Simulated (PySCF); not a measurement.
CHS2, SMILES C(=S)=[SH+], charge +1.

The structure is a stationary point at B3LYP-D3(BJ)/def2-TZVP. The isomer is the one that the SMILES or the coordinates give; other isomers of the formula were not compared.

Two levels are set side by side: TDA-PBE/def2-SVPD (PySCF) and TDA-ωB97X/def2-SVPD (PySCF). Vertical, same geometry. The lowest singlet is HOMO→LUMO 100 % with PBE and HOMO→LUMO 97 % with the other functional; states are paired by order. Differences are taken from unrounded values.

```csv
quantity,TDA-PBE
lowest singlet excitation (eV),3.35
lowest triplet excitation (TDA) (eV),3.03
first bright state (f over 0.05) (eV),7.68
its oscillator strength,0.78
```

Q: These are the TDA-PBE values. What does TDA-ωB97X give? (Estimate from the structure and the level; the computed values follow.)

A: 
```json
[
 {"quantity": "lowest singlet excitation (eV)", "TDA-ωB97X": "3.45", "TDA-PBE minus TDA-ωB97X": "-0.11"},
 {"quantity": "lowest triplet excitation (TDA) (eV)", "TDA-ωB97X": "3.14", "TDA-PBE minus TDA-ωB97X": "-0.11"},
 {"quantity": "first bright state (f over 0.05) (eV)", "TDA-ωB97X": "7.47", "TDA-PBE minus TDA-ωB97X": "0.21"},
 {"quantity": "its oscillator strength", "TDA-ωB97X": "0.41", "TDA-PBE minus TDA-ωB97X": "0.37"}
]
```

Functionals without exact exchange tend to place singlet excitations lower, as here. Differences between two approximate levels are no errors against the true value.

Rough cost on one machine, each run with all the roots and properties that it gave: TDA-ωB97X against TDA-PBE about 2 times.
